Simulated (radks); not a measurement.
All-electron atom: N4+ in [He] 2s1. Method: non-relativistic Kohn-Sham, BP86, spin-polarised, spherical densities, point nucleus; open shells are filled with parallel spins first; computed with a radial shooting solver on a logarithmic mesh with Libxc functionals. Some entries of the table are withheld. Estimate them.

orbital  occ.  eigenvalue (hartree)  <r^2> (bohr^2)  <r> (bohr)
1s up       1                   (1)         0.07025         (2)
1s down     1                   (3)         0.07010         (4)
2s up       1              -3.28994           1.280       1.047
2p up       0              -2.90900           1.112         (5)

Answer. 
(1) 1s up eigenvalue (hartree): -17.65669
(2) 1s up <r> (bohr): 0.2282
(3) 1s down eigenvalue (hartree): -17.61188
(4) 1s down <r> (bohr): 0.2280
(5) 2p up <r> (bohr): 0.9598
